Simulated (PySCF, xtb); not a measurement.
F₂H₂HfO₂, SMILES [OH][Hf]([OH])([F])[F], multiplicity 1.

xtb with GFN2-xTB at its own geometry gives an orbital gap of 5.17 eV and a dipole moment of 2.88 D.

The structure is a stationary point at B3LYP-D3(BJ)/def2-SVP. The spin state was assumed, not searched. The structure was generated by enumeration; whether it is a known compound was not checked. The def2 effective core potentials stand for the cores of Hf; spin–orbit coupling is left out. One conformer was computed; it need not be the lowest.

Q: What does r2SCAN/def2-TZVP run with PySCF give? (An estimate is asked for; the answer gives what the named calculation found.)

A: gap 7.70 eV (levels -8.18 and -0.48 eV), dipole 3.28 D.
